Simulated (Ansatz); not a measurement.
Input file:

```yaml
crystal:
  periodic: [false, false, false]
  atoms:
    - { symbol: Si, position_ang: [0.007852, -0.145701, 0.086879] }
    - { symbol: "N", position_ang: [0.134745, -0.420871, 1.822733] }
    - { symbol: C, position_ang: [-1.159298, -0.413626, 2.547838] }
    - { symbol: H, position_ang: [-1.890588, -0.99795, 1.967471] }
    - { symbol: H, position_ang: [-1.039886, -0.88313, 3.539045] }
    - { symbol: H, position_ang: [-1.575884, 0.602018, 2.708733] }
    - { symbol: C, position_ang: [1.151991, 0.384054, 2.538817] }
    - { symbol: H, position_ang: [1.304677, -0.023802, 3.552554] }
    - { symbol: H, position_ang: [2.111518, 0.330401, 2.000776] }
    - { symbol: H, position_ang: [0.88426, 1.455256, 2.653403] }
    - { symbol: H, position_ang: [1.368813, -0.196262, -0.413839] }
    - { symbol: H, position_ang: [-0.576105, 1.123834, -0.30326] }
    - { symbol: "N", position_ang: [-1.098699, -1.387315, -0.494928] }
    - { symbol: H, position_ang: [-0.651334, -2.330757, -0.483952] }
    - { symbol: H, position_ang: [-1.35426, -1.225648, -1.494472] }
basis:
  gaussian: { orbitals: STO-3G }
hamiltonian:
  xc: pbe0
  dispersion: d4
md:
  timestep: 0.25
  n_steps: 166
  ensemble: nvt_nose_hoover
  temperature: 300.0
  initial_velocities: maxwell_boltzmann
  seed: 141996
  temperature_schedule:
    - { n_steps: 41, end_temperature: 300.0 }
    - { n_steps: 125, end_temperature: 10.0 }
```

Launched with:

```bash
$ ansatz run input.yaml --threads 1 --pin off --max-ram 2048MiB --backend cpu --events-out ev --progress --plain --runs-dir out
```

Hardware: 1 thread of Intel(R) Xeon(R) Platinum 8259CL CPU @ 2.50GHz (Skylake/Cascade Lake) (shared host).

Task: Roughly how long does this run take, and how much memory?

Result: 9.8 min, with a peak of 0.13 GiB, for 167 ionic steps.
